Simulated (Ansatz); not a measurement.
`C#C[SiH3]` + `COC(=O)O` → `C#COC(=O)OC` + SiH₄  (substitution at a C–Si bond)

Gas-phase electronic energies from Ansatz, PBE0-D4/def2-TZVP geometries. CCSD(T)/CBS is the MP2 limit (def2-TZVPP, def2-QZVPP) plus CCSD(T) − MP2 in def2-TZVPP, frozen cores. This one scheme is used for every species. DFT in def2-TZVPP. Each species was taken in one conformer, which may not be the lowest.

Task: Is it downhill or uphill in electronic energy at CCSD(T)/CBS, and by how much? (Best estimate.)

Result: Ansatz gave: Uphill: ΔE = +162.8 kJ/mol.

Task: What do these levels give: revPBE-D4, PBE0-D4, r2SCAN0, MP2/def2-TZVPP, SCS-MP2/def2-QZVPP, CCSD/CBS(def2)? (Best estimate.)

Result: The calculation gave: revPBE-D4 141.9, PBE0-D4 148.6, r2SCAN0 155.5, MP2/def2-TZVPP 163.5, SCS-MP2/def2-QZVPP 163.8, CCSD/CBS(def2) 164.1 kJ/mol.

Task: What do rigid-rotor, harmonic-oscillator terms from PBE0-D4/def2-TZVP frequencies (298.15 K, 1 bar) make of the CCSD(T)/CBS value? (Best estimate.)

Result: Ansatz gave: ΔZPE = -11.3 kJ/mol, ΔH = +153.0 kJ/mol, ΔS = -16 J/(mol·K), ΔG = +157.8 kJ/mol.

Largest T1 diagnostic among the species: 0.014.

From PBE to PBE0 (25 % exact exchange), in def2-TZVPP and without D4, ΔE moves by +6.3 kJ/mol. At CCSD(T), def2-SVP lies −24.0 kJ/mol from the extrapolated value and def2-TZVPP −4.6 kJ/mol.
